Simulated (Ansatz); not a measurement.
`CC[NH][AlH2]` + `BNCC` → `BN(C)CC` + `C[NH][AlH2]` at 298.15 K and 1 bar (substitution at a C–C bond).

Gas-phase electronic energies from Ansatz, PBE0-D4/def2-TZVP geometries. CCSD(T)/CBS is the MP2 limit (def2-TZVPP, def2-QZVPP) plus CCSD(T) − MP2 in def2-TZVPP, frozen cores. One conformer a species, not always the lowest.

```
       species  CCSD(T)/CBS energy (Eh)  H − E (kJ/mol)  S (J/(mol·K))
`CC[NH][AlH2]`               -377.65408           272.0          323.7
        `BNCC`               -160.44809           293.3          299.8
     `BN(C)CC`               -199.69839           370.4          323.3
 `C[NH][AlH2]`               -338.38977           194.1          292.2
```

H − E and S are ideal-gas, rigid-rotor, harmonic terms from PBE0-D4/def2-TZVP, for one conformer and one mirror image of each species. 1 Eh = 2625.50 kJ/mol, R = 8.31446 J/(mol·K).

**Question.** By hand: ΔE, ΔH, ΔS and ΔG.

**Answer.** ΔE = (-199.69839) + (-338.38977) − (-377.65408) − (-160.44809) = 0.01401 Eh = 36.8 kJ/mol. Δ(H − E) = 370.4 + 194.1 − 272.0 − 293.3 = -0.8, so ΔH = 36.0 kJ/mol. ΔS = 323.3 + 292.2 − 323.7 − 299.8 = -8.0 J/(mol·K). ΔG = 36.0 − 298.15 × (-8.0)/1000 = 38.4 kJ/mol.

**Question.** By hand: the equilibrium constant, and the temperature at which ΔG would vanish if ΔH and ΔS stayed fixed.

**Answer.** log₁₀ K = −ΔG/(RT ln 10) = -6.7. ΔH and −TΔS have one sign here, so there is no such temperature.

The number of gas molecules stays the same, so ΔS is small and ΔH decides. A doubt of 5 kJ/mol in ΔE shifts log₁₀ K by 0.9 here. Other conformers and mirror images would add mixing entropy, several J/(mol·K) or more a flexible species. These are equilibria of isolated gas molecules and say nothing of rates. Largest T1 diagnostic: 0.012 (customary marks: 0.02 for closed shells, 0.045 for open ones).

ΔS is within the doubt of such terms, so its sign, and with it that verdict, could turn.
